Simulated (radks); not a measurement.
Question: Species: Cr IV. Configuration: [Ar] 3d3. Method: Dirac Kohn-Sham, PBEsol, spin-unpolarised, spherical densities, finite nucleus; open shells are shared between the two j in proportion to 2j + 1; Fermi nuclear charge, rms radius 3.6452 fm; computed with a radial shooting solver on a logarithmic mesh with Libxc functionals. Some entries of the table are withheld. Estimate them.

orbital,occ.,eigenvalue (eV),<1/r> (bohr^-1),r(max) (bohr)
1s1/2,2,-5912.762,23.86,0.04163
2s1/2,2,-706.5890,5.063,(1)
2p1/2,2,-606.2334,(2),0.1962
2p3/2,4,-597.6050,(3),0.1985
3s1/2,2,-112.4349,1.591,0.7732
3p1/2,2,-84.3042,1.473,(4)
3p3/2,4,-83.2323,1.457,(5)
3d3/2,1.2,-39.1431,1.168,(6)
3d5/2,1.8,-39.0324,1.165,(7)

Answer: 
(1) 2s1/2 r(max) (bohr): 0.2438
(2) 2p1/2 <1/r> (bohr^-1): 5.004
(3) 2p3/2 <1/r> (bohr^-1): 4.928
(4) 3p1/2 r(max) (bohr): 0.7866
(5) 3p3/2 r(max) (bohr): 0.7933
(6) 3d3/2 r(max) (bohr): 0.7907
(7) 3d5/2 r(max) (bohr): 0.7928
